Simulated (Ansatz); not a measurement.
Born–Oppenheimer molecular dynamics of C₂H₆BF (10 atoms, charge 0, multiplicity 1). It starts from a relaxed structure.

These are results of Ansatz 0.2.0, RKS PBE-D4/def2-SVP, not measurements.

```yaml
ensemble: NVT, Nosé–Hoover chain
time_step: 1 fs
steps_asked: 150
set_temperature: 100 K
thermostat: time constant 100 fs, chain length 5
seed: 597354
```

First frame:

```xyz
10
Properties=species:S:1:pos:R:3
B 0.050 0.017 0.029
C -0.022 -0.027 1.600
H -0.987 -0.409 1.987
H 0.816 -0.593 2.055
H 0.084 1.021 1.967
C 1.380 0.017 -0.811
H 1.638 -1.046 -1.024
H 1.274 0.520 -1.793
H 2.245 0.442 -0.263
F -1.115 0.057 -0.651
```

(1) How far do the bonds stretch over the last three quarters of this one trajectory? (Pairs bonded in most of those frames.)

Answers

(1) 
```tsv
bond	mean (Å)	spread (Å)	shortest	longest
B1–C2	1.573	0.015	1.55	1.61
B1–C6	1.575	0.015	1.54	1.60
B1–F10	1.349	0.009	1.33	1.36
C2–H3	1.108	0.018	1.07	1.14
C2–H4	1.111	0.017	1.08	1.14
C2–H5	1.116	0.020	1.08	1.15
C6–H7	1.115	0.010	1.10	1.13
C6–H8	1.109	0.011	1.09	1.13
C6–H9	1.109	0.018	1.08	1.14
```

Mean temperature of the second half: 65 K. The conserved energy stayed within 0.45 meV per atom of its start (net change 0.12 meV per atom), so the integration is sound. The mean temperature of the second half is 35 % below the set value. A run of 0.15 ps of so small a system gives no equilibrium averages.

Run time: 5.5 min on 1 thread of Arm Neoverse V1, on a shared host, peak memory 0.11 GiB.
